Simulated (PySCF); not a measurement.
A structure optimised at PBE-D3(BJ)/def2-SVP, used in a PySCF frequency run:

```
C
C 1 1.3526
H 2 1.0981 1 121.83
H 2 1.1003 3 118.77 1 180.00
C 1 1.4624 2 123.97 3 180.00
C 5 1.3491 1 126.43 2 180.00
H 6 1.0998 5 120.95 1 180.00
H 6 1.1007 7 118.16 5 180.00
H 5 1.1037 6 119.84 7 0.00
Cl 1 1.7567 2 119.19 3 0.00
```

Q: Write its SMILES, formula and point group.

A: C=CC(=C)Cl, C₄H₅Cl, Cs

Q: What are its rotational constants (standard atomic weights)?

A: 5.3149, 3.6891, 2.1776 GHz
